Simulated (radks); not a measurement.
Values are calculated unless marked as measured or tabulated.
Species: the lanthanum ion La10+. Configuration: [Kr] 4d10 5s1. Code: a radial shooting solver on a logarithmic mesh with Libxc functionals. Model: Dirac Kohn-Sham, exchange-only PBE, spin-unpolarised, spherical densities, finite nucleus; Fermi nuclear charge, rms radius 4.855 fm.

Spin-orbit splittings of the eigenvalues, e(l+1/2) - e(l-1/2), with zeta = 2 splitting/(2l+1) and mean radii in bohr:

shell  occ.  splitting (eV)  zeta (eV)  <r> j=l-1/2  <r> j=l+1/2
2p        6           413.3      275.5      0.08989      0.09599
3p        6           80.63      53.76       0.2745       0.2865
3d       10           17.26      6.906       0.2575       0.2613
4p        6           17.46      11.64       0.6692       0.6950
4d       10               ?          ?       0.7450       0.7536
5p        0           4.129      2.753        1.463        1.506

Estimate the 4d splitting.

Answer. 3.107 eV (zeta = 1.243 eV).
